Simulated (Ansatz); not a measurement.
`N=[C]1[O][Al]1[Cl]`, relaxed with RKS PBE-D4/def2-SVP in Ansatz from a rough embedded geometry. The force threshold is 0.03 eV/Å; the program also tests the step.

Total charge 0; spin multiplicity 1.

Start:

```xyz
6

N     1.666    0.496   -0.153
C     0.397    0.312    0.138
O    -0.770    0.670    1.026
Al   -1.063   -0.626   -0.137
Cl   -2.445   -2.036   -1.162
H     2.215    1.185    0.287
```

```
step  energy (eV)  largest force (eV/Å)  largest move (Å)
   1  -23686.6134                 4.494             0.000
   2  -23687.2890                 1.928             0.155
   3  -23687.5718                 0.603             0.195
   4  -23687.6195                 0.461             0.141
   5  -23687.6307                 0.300             0.075
   6  -23687.6363                 0.157             0.025
   7  -23687.6373                 0.074             0.009
   8  -23687.6375                 0.056             0.005
   9  -23687.6377                 0.052             0.003
  10  -23687.6377                 0.027             0.004
```

End:

```xyz
6

N     1.759    0.634   -0.074
C     0.592    0.188   -0.050
O    -0.538    0.476    0.732
Al   -0.995   -0.805   -0.425
Cl   -2.756   -1.866   -0.814
H     1.937    1.372    0.631
```

It took 9 s on 2 threads of an Intel Xeon 6975P-C on a shared host, with 0.19 GiB of host memory at the peak.
